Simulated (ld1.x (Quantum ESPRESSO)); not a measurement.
**O, PAW: configuration errors across variants**

- Element: O
- Generator: ld1.x (Quantum ESPRESSO) 7.5
- Type: PAW
- Functional: PBE
- Relativity: scalar-relativistic
- Frozen core: [He]
- Valence charge: 6
- Reference configuration: 2s1.5 2p4.5
- Partial waves: 2s (bound): rcut 0.95, rcutus 1.05 bohr; 2s channel at 0.05 Ry: rcut 0.95, rcutus 1.05 bohr; 2p (bound): rcut 1.85, rcutus 2.10 bohr; 2p channel at -0.3 Ry: rcut 1.85, rcutus 2.10 bohr; 3d channel at 0.1 Ry: rcut 1.40, rcutus 1.65 bohr; 3d channel at 0.45 Ry: rcut 1.40, rcutus 1.65 bohr
- Local potential: all-electron potential smoothed inside 1.10 bohr (lloc = -1)
- Core correction: Bessel-smoothed model core inside 1.10 bohr
- Augmentation charge: PSQ, inside the norm-conserving radii

All-electron excitation energies from the reference (eV): (1) 2s2 2p4 -7.470; (2) 2s2 2p3 8.960; (3) 2s2 2p2 42.547; (4) 2s1 2p4 24.189; (5) 2s0 2p6 22.466; (6) 2s2 2p3.5 -1.185; (7) 2s1 2p5 7.480.

The overlap operator is not positive definite (basis up to 400 Ry) in “base”, “waves 2s (bound): rcut 0.95, rcutus 1.06 bohr; 2s channel at 0.05 Ry: rcut 0.95, rcutus 1.06 bohr”, “waves 3d channel at 0.1 Ry: rcut 1.40, rcutus 1.84 bohr; 3d channel at 0.45 Ry: rcut 1.40, rcutus 1.84 bohr”, “augmentation BESSEL, radius 0.95 bohr”, “local potential all-electron potential smoothed inside 0.92 bohr (lloc = -1)”, “wave 2s channel at 0.05 Ry: rcut 0.95, rcutus 1.05 bohr becomes 2s channel at -1.56 Ry: rcut 0.95, rcutus 1.05 bohr”, “core correction Bessel-smoothed model core inside 1.04 bohr”, “waves 2p (bound): rcut 1.85, rcutus 2.02 bohr; 2p channel at -0.3 Ry: rcut 1.85, rcutus 2.02 bohr”, “all radii but the core radius scaled by about 0.85 (s 0.90, p 1.80, d 1.40 bohr, rcut 0.80/1.58/1.20); local potential all-electron potential smoothed inside 0.94 bohr (lloc = -1)”. Such files are unfit for use, however small their errors in these radial tests.

2 further variants failed, have other tests or another functional or relativity, and are left out.

Errors AE − PS in meV (a dash: test not solved or not reliable):

```csv
change,(1),(2),(3),(4),(5),(6),(7),bound ghosts
base,0.0,-17,-97,-16,-1.5,-3.4,-0.2,not determined (overlap not positive)
"waves 2s (bound): rcut 0.95, rcutus 1.06 bohr; 2s channel at 0.05 Ry: rcut 0.95, rcutus 1.06 bohr",0.0,-17,-97,-16,-1.4,-3.4,-0.2,not determined (overlap not positive)
"waves 3d channel at 0.1 Ry: rcut 1.40, rcutus 1.84 bohr; 3d channel at 0.45 Ry: rcut 1.40, rcutus 1.84 bohr",0.0,-17,-97,-16,-1.5,-3.4,-0.2,not determined (overlap not positive)
"augmentation BESSEL, radius 0.95 bohr",+2.7,+15,+23,-16,+15,+8.7,+1.8,not determined (overlap not positive)
local potential all-electron potential smoothed inside 0.92 bohr (lloc = -1),+0.1,-17,-97,-16,-1.3,-3.5,-0.2,not determined (overlap not positive)
"wave 2s channel at 0.05 Ry: rcut 0.95, rcutus 1.05 bohr becomes 2s channel at -1.56 Ry: rcut 0.95, rcutus 1.05 bohr",0.0,-16,-94,-16,-1.5,-3.3,-0.2,not determined (overlap not positive)
local potential all-electron potential smoothed inside 1.25 bohr (lloc = -1),0.0,-17,-97,-16,-1.4,-3.4,-0.1,none
core correction Bessel-smoothed model core inside 1.04 bohr,0.0,-17,-97,-16,-1.5,-3.4,-0.2,not determined (overlap not positive)
"waves 2p (bound): rcut 1.85, rcutus 2.02 bohr; 2p channel at -0.3 Ry: rcut 1.85, rcutus 2.02 bohr",+0.2,+14,+16,+3.2,-1.3,+4.8,-0.2,not determined (overlap not positive)
"all radii but the core radius scaled by about 0.85 (s 0.90, p 1.80, d 1.40 bohr, rcut 0.80/1.58/1.20); local potential all-electron potential smoothed inside 0.94 bohr (lloc = -1)",+0.2,-2.3,-20,-3.6,-1.6,-0.2,-0.3,not determined (overlap not positive)
```

Problem. Give the same row for: type RRKJ; waves now 2s (bound): rc 1.05 bohr; 2p (bound): rc 2.10 bohr; 3d channel at 0.1 Ry: rc 1.65 bohr; local potential the d channel.

Solution. -10, +260, +1382, -78, -89, +69, -9.9; bound ghosts: none.
